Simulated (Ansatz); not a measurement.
Breaking the Al1–Br4 bond in AlBrFH (SMILES [F][AlH][Br]) (multiplicity 1 held, fragments rigid). Energies count from the point at 2.246 Å.
Geometry at that point (charge 0, multiplicity 1):
```xyz
4

Al     0.14259    -1.02186     0.68600
H     -0.74582    -2.28638     0.87331
F      1.56773    -0.90211     1.50145
Br    -0.43478     0.67684    -0.66584
```

Restricted levels (R-, RO-) in cc, def2 and unpolarised 6-31G sets keep to the state of the molecule at rest. Active spaces are followed from a long bond inwards. Curves can end on different states.

Frozen-core correlation. Filled d and f shells under p-block atoms count as core.

The values were computed with Ansatz (Gaussian orbitals). Each number belongs to the level named beside it.

Energies in kcal/mol.

```
R (Å)  R-PBE/def2-TZVPP  R-r2SCAN/def2-TZVPP  FIC-NEVPT4(SD) on CASSCF(6,4)/def2-TZVPP  FIC-MRCISD+Q on CASSCF(6,4)/def2-TZVPP
-----  ----------------  -------------------  ----------------------------------------  --------------------------------------
1.797              63.3                 61.6                                       [?]                                    64.8
2.022              11.5                 10.4                                       [?]                                    11.3
2.246               0.0                  0.0                                       0.0                                     0.0
2.471               5.4                  6.6                                       6.4                                     6.5
2.696              17.3                 19.7                                      19.6                                    19.9
3.033              37.5                 41.5                                       [?]                                    42.7
3.370              55.8                 61.1                                      63.1                                    63.3
3.931              78.4                 85.5                                      88.2                                    88.1
4.493              92.2                100.7                                     100.3                                    99.9
5.167             101.2                110.7                                     104.3                                   103.7
6.065             106.7                116.6                                     104.9                                   104.5
7.189             109.3                119.4                                     105.3                                   104.6
```

Question: Complete the blanks.

Answer: 
- 2.022, FIC-NEVPT4(SD) on CASSCF(6,4)/def2-TZVPP: 11.4
- 3.033, FIC-NEVPT4(SD) on CASSCF(6,4)/def2-TZVPP: 42.6
- 1.797, FIC-NEVPT4(SD) on CASSCF(6,4)/def2-TZVPP: 65.0

Doubts at one or more of the structures used: a restricted determinant that unrestricted orbitals would lower (R-PBE/def2-TZVPP, R-r2SCAN/def2-TZVPP); active orbitals that take no part (FIC-NEVPT4(SD) on CASSCF(6,4)/def2-TZVPP, FIC-MRCISD+Q on CASSCF(6,4)/def2-TZVPP).

Ansatz is a quantum-chemistry and plane-wave program.
